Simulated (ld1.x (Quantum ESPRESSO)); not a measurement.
## Varying the ultrasoft potential for oxygen

Base potential:

ld1.x (Quantum ESPRESSO) 7.5 input, shortened:

```
&input
   title='O', zed=8., rel=1, dft='BP', iswitch=3,
   config='[He] 2s2 2p3'
 /
 &inputp
   pseudotype=3, tm=.true., lloc=-2, rcloc=2.20,
   nlcc=.false.,
   which_augfun='PSQ', rmatch_augfun_nc=.true.
 /
4
2S  1  0   2.00   0.00  0.90  1.05  0.0
2S  1  0   0.00  -1.10  0.90  1.05  0.0
2P  2  1   3.00   0.00  1.70  2.30  0.0
2P  2  1   0.00  -1.40  1.70  2.30  0.0
 &test
   configts(1)='2s2 2p3'
 /
```

All-electron outer shells of the reference configuration (BP86, scalar-relativistic, ld1.x):

```csv
shell,level (eV),outermost node (bohr),outermost maximum (bohr)
2s,-39.76,0.28,0.86
2p,-24.54,–,0.79
```

Cutoffs, loose and tight: the cutoffs (Ry, on a coarse ladder) from which the occupation-weighted sum of valence levels, in a spherical-Bessel basis at the reference potential, stays within 10 and 1 mRy of its value at 400 Ry. They do not see the model core or the augmentation charge, which bear on the density cutoff. Test errors are all-electron minus pseudo excitation energies from the reference, over the configurations 2s2 2p4; 2s2 2p2; 2s2 2p1; 2s1 2p4; 2s2 2p0; 2s2 2p3.5; 2s1 2p5. A dash means not determined; rows that change the core or the reference have their own tests. The largest error is taken over the tests solved by every variant that gives reliable tests at all: 2s1 2p4; 2s2 2p0; 2s2 2p2; 2s2 2p3.5; 2s2 2p4.

| change | outcome | cutoff, loose | cutoff, tight | bound ghosts | largest test error (meV) |
| --- | --- | --- | --- | --- | --- |
| base | generated | 25 Ry | 45 Ry | none | +1401 |
| local potential all-electron potential smoothed inside 0.96 bohr (lloc = -2) | generated | 25 Ry | 45 Ry | none | +1381 |
| local potential all-electron potential smoothed inside 1.14 bohr (lloc = -2) | generated | 25 Ry | 45 Ry | none | +1381 |
| local potential all-electron potential smoothed inside 1.34 bohr (lloc = -2) | generated | 21 Ry | 40 Ry | none | +1383 |
| local potential all-electron potential smoothed inside 1.56 bohr (lloc = -2) | generated | 25 Ry | 45 Ry | none | +1393 |
| local potential all-electron potential smoothed inside 1.72 bohr (lloc = -2) | generated | 25 Ry | 45 Ry | none | +1396 |
| local potential all-electron potential smoothed inside 1.98 bohr (lloc = -2) | generated | 25 Ry | 45 Ry | none | +1400 |
| local potential all-electron potential smoothed inside 2.18 bohr (lloc = -2) | generated | 25 Ry | 45 Ry | none | +1401 |
| local potential all-electron potential smoothed inside 2.48 bohr (lloc = -2) | generated | 25 Ry | 45 Ry | none | +1394 |
| local potential all-electron potential smoothed inside 2.68 bohr (lloc = -2) | generated | 25 Ry | 45 Ry | none | +1386 |

Reading the sweep of the rcloc (base included, trends over the rows without a ghost): The loose cutoff stays near 25 Ry.
